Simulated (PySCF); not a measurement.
**Se²⁺ (selenium, charge +2) across methods**

[Ar] 3d10 4s1 4p2 5s1, high-spin 5P determinant (an excited configuration). Calculation: PySCF 2.14, in aug-cc-pVQZ-PP with one added diffuse shell each of s, p, d, f, g type with ECP10MDF (8s7p6d4f3g, 114 functions); a scalar-relativistic core potential.

| method | E (hartree) | mean ε 4s α (eV) | mean ε 4p α (eV) | mean ε 5s α (eV) | Σ⟨r²⟩ (bohr²) | ⟨S²⟩ |
| --- | --- | --- | --- | --- | --- | --- |
| HSE06 | -371.0282 | -45.837 | -32.227 | -14.277 | 35.87 | 6.001 |
| PBE | -371.0592 | -44.023 | -31.089 | -14.079 | 35.75 | 6.001 |
| PBE0 | -371.0359 | -46.286 | -32.675 | -14.605 | 35.87 | 6.001 |
| UHF | -369.92453 | -51.976 | -36.513 | -15.847 | 35.21 | 6.001 |

(1) Estimate the same row for LDA.

Energies and moments cover only the electrons outside the core potential. The outer electron is Rydberg-like, and this basis confines it to a smaller radius and binds it less than a complete one would.

Results:

(1) E (hartree) = -370.4860; mean ε 4s α (eV) = -44.263; mean ε 4p α (eV) = -31.142; mean ε 5s α (eV) = -14.275; Σ⟨r²⟩ (bohr²) = 35.49; ⟨S²⟩ = 6.001.
